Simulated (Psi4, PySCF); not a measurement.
Approach curve of the dimer CH3F ··· H3ClSi (SMILES CF and [SiH3]Cl). Monomers: optimised at B3LYP-D3(BJ) (def2-TZVP), held rigid. Orientation: a higher rigid-body minimum at GFN2-xTB. Only R, the distance of the centres of mass, is varied, so the lowest point isn't the relaxed dimer.

Geometry at R = 3.93 Å (first 5 atoms: monomer A):
```
10

C     -0.0660     0.0050    -0.0088
F      1.3072    -0.0981     0.1750
H     -0.5546    -0.0224     0.9660
H     -0.2838     0.9483    -0.5113
H     -0.4027    -0.8327    -0.6209
Si     0.3230     0.3677     4.0432
Cl    -1.4248    -0.6375     3.5910
H      1.4308    -0.2616     3.2983
H      0.5573     0.2681     5.4969
H      0.1681     1.7793     3.6415
```

- RKS-B3LYP/6-31G* = restricted B3LYP/6-31G*, spherical d, no counterpoise correction in PySCF 2.14.0
- MP2/aug-cc-pVDZ = Psi4 with DF-MP2/aug-cc-pVDZ, frozen core, counterpoise-corrected
- SAPT0/jun-cc-pVDZ, frozen core (Psi4)

Interaction energies in kJ/mol:

```csv
R / Å,RKS-B3LYP/6-31G*,MP2/aug-cc-pVDZ
3.36,12.22,14.20
3.51,3.99,5.55
3.76,-2.06,-1.39
3.93,-3.25,-3.20
4.12,-3.34,-3.86
4.35,-2.80,-3.77
4.61,-2.08,-3.24
4.93,-1.43,-2.52
5.40,-0.93,-1.69
6.14,-0.60,-0.94
7.15,-0.38,-0.50
8.39,-0.24,-0.27
```

Q: Predict the corresponding SAPT0/jun-cc-pVDZ column.

A: 3.36: 14.97; 3.51: 6.63; 3.76: -0.30; 3.93: -2.24; 4.12: -3.08; 4.35: -3.18; 4.61: -2.84; 4.93: -2.30; 5.40: -1.64; 6.14: -1.01; 7.15: -0.59; 8.39: -0.34 (kJ/mol).
